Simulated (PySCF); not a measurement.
C₃H₃N₂, SMILES c1c[c][nH]n1, multiplicity 2. Coordinates come from a B3LYP-D3(BJ)/def2-SVP optimisation. The isomer is the one that the SMILES or the coordinates give; other isomers of the formula were not compared.

Task: Give the equilibrium geometry at B3LYP-D3(BJ)/def2-SVP (PySCF confirms it by a frequency run) as bond lengths and angles, and its point group. (The exact figures need the calculation; the answer reports its results.)

Result: point group Cs.
Atoms: C1 C2 C3 N4 N5 H6 H7 H8. Bond lengths (Å): C1–C2 1.379, C1–N5 1.344, C2–C3 1.422, C2–H6 1.086, C3–N4 1.333, C3–H7 1.090, N4–N5 1.354, N5–H8 1.012. Bond angles (°): C2–C1–N5 109.5, C1–C2–C3 102.0, C1–C2–H6 128.8, C3–C2–H6 129.2, C2–C3–N4 112.6, C2–C3–H7 127.9, N4–C3–H7 119.4, C3–N4–N5 104.7, C1–N5–N4 111.1, C1–N5–H8 128.9, N4–N5–H8 120.0.
Charge 0, spin multiplicity 2.
